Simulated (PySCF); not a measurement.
# MgSb⁺: frontier orbitals

TPSSh at R = 2.761 Å; basis Mg aug-cc-pVDZ, Sb aug-cc-pVDZ-PP with ECP28; scalar-relativistic core potentials; PySCF 2.14. State: ³Σ⁻ (triplet), unpaired electrons π ↑↑. Only the outer orbitals are listed, counted within each symmetry, core potentials removing the inner ones.

| spin | orbital | occ. | ε (eV) | on Mg (%) | main shells (%) |
| --- | --- | --- | --- | --- | --- |
| α | 7σ | 1 | -19.21 | 3 | 97 Sb s |
| α | 8σ | 1 | -11.89 | 41 | 54 Sb p, 37 Mg s |
| α | 4π | 1 | -10.67 | 4 | 95 Sb p |
| α | 4π | 1 | -10.67 | 4 | 95 Sb p |
| α | 9σ | 0 | -8.40 | 78 | 60 Mg s, 24 Sb p, 18 Mg p |
| α | 5π | 0 | -5.73 | 91 | 91 Mg p |
| α | 5π | 0 | -5.73 | 91 | 91 Mg p |
| β | 7σ | 1 | -17.45 | 12 | 88 Sb s |
| β | 8σ | 1 | -11.38 | 64 | 64 Mg s, 31 Sb p |
| β | 9σ | 0 | -8.37 | 64 | 35 Sb p, 32 Mg p, 30 Mg s |
| β | 4π | 0 | -8.22 | 16 | 83 Sb p, 14 Mg p |
| β | 4π | 0 | -8.22 | 16 | 83 Sb p, 14 Mg p |

Which are the highest filled and the lowest empty level, where do they sit, and how wide is the gap?

Highest filled α 4π at -10.67 eV (in %: 95 Sb p); lowest empty α 9σ at -8.40 eV (in %: 60 Mg s, 24 Sb p, 18 Mg p); the gap at TPSSh is 2.27 eV.

| Item | Value |
| --- | --- |
| bond order (Mayer) | 1.11 |
| ⟨S²⟩ | 2.047 |
| charge on Mg (Mulliken, basis-dependent) | 0.71 |
| charge on Mg (Löwdin, basis-dependent) | 0.79 |
| dipole moment (positive dipole points towards Sb; it is taken about the centre of mass and depends on that origin) | -8.88 D |

Spin–orbit coupling is left out. The state is the lowest determinant that a PBE0 search found; another state may lie lower at other levels.
